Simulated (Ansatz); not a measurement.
C$_{2}$H$_{3}$Ge (`[C]#[C][GeH3]`) radical, 6 atoms. Charge 0, multiplicity 2. Correlated methods include outer-core shells of Ge, which these sets cover unevenly. Scalar relativity is left out up to krypton. All runs use 2 threads of a server CPU on a shared host. Correlated methods freeze the cores. Open-shell runs search over several starts.

Q: Give the basis size and wall time and peak host memory of each of these runs in Ansatz. UKS SPW92/def2-TZVPP energy; direct RPA on PBE orbitals/def2-TZVPP energy; UKS PBE-D4/def2-TZVPP energy and forces; UKS ωB97M-V/def2-SVP energy; UKS PBE0-D4/def2-QZVPP energy; UKS ωB97M-V/def2-QZVPP energy; UKS PBE0-D4/def2-TZVP relaxation (6 steps); UKS r2SCAN-D4/def2-TZVPP energy and forces; UKS PBE0-D4/def2-TZVP frequencies; UHF-MP2/def2-QZVPP energy; UKS B97M-V/def2-TZVPP energy; UKS PBE0-D4/def2-SVP energy. (Estimate.)

A: Ansatz gave: Other jobs shared the machine, so times are rough.

| level | job | functions | wall time | peak host memory (GiB) |
| --- | --- | --- | --- | --- |
| UKS SPW92/def2-TZVPP | energy | 152 | 2.1 s | 0.19 |
| UKS PBE0-D4/def2-SVP | energy | 75 | 2.3 s | 0.18 |
| UKS PBE-D4/def2-TZVPP | energy and forces | 152 | 5.5 s | 0.28 |
| UKS ωB97M-V/def2-SVP | energy | 75 | 8.5 s | 0.3 |
| direct RPA on PBE orbitals/def2-TZVPP | energy | 152 | 8.5 s | 0.37 |
| UKS r2SCAN-D4/def2-TZVPP | energy and forces | 152 | 9 s | 0.3 |
| UKS B97M-V/def2-TZVPP | energy | 152 | 17 s | 0.39 |
| UKS PBE0-D4/def2-QZVPP | energy | 293 | 17 s | 0.87 |
| UKS PBE0-D4/def2-TZVP | relaxation (6 steps) | 128 | 31 s | 0.44 |
| UKS ωB97M-V/def2-QZVPP | energy | 293 | 68 s | 1.5 |
| UKS PBE0-D4/def2-TZVP | frequencies | 128 | 73 s | 0.29 |
| UHF-MP2/def2-QZVPP | energy | 293 | 110 s | 1.2 |
